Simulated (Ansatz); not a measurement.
Reaction (cleavage of the Si–Al bond): `C[CH2][AlH][SiH3]` + `NB[SeH]` → `[SiH3]NB[SeH]` + `C[CH2][AlH2]`

Gas-phase electronic energies from Ansatz, PBE0-D4/def2-TZVP geometries. CBS: MP2 limit from def2 TZ/QZ plus the TZ coupled-cluster correction, frozen cores. DFT in def2-TZVPP. For Se outer-core shells are correlated without core-valence functions, which leaves a few kJ/mol of doubt a bond. Scalar relativity is left out up to krypton. One conformer a species, not always the lowest.

```json
{"species": "`C[CH2][AlH][SiH3]`", "ωB97M-V energy (Eh)": "-613.46882"}
{"species": "`NB[SeH]`", "ωB97M-V energy (Eh)": "-2483.48346"}
{"species": "`[SiH3]NB[SeH]`", "ωB97M-V energy (Eh)": "-2774.17572"}
{"species": "`C[CH2][AlH2]`", "ωB97M-V energy (Eh)": "-322.79098"}
```

(1) Work out ΔE.

Largest T1 diagnostic among the species: 0.011.

Answers

(1) ΔE = (-2774.17572) + (-322.79098) − (-613.46882) − (-2483.48346) = -0.01442 Eh = -0.39 eV. CCSD(T)/CBS gives -0.36 eV.

From PBE to PBE0 (25 % exact exchange), in def2-TZVPP and without D4, ΔE moves by −0.06 eV. In def2-TZVPP, CCSD(T) changes the Hartree–Fock value by +0.16 eV (the triples alone add +0.02 eV) and MP2 by +0.07 eV.
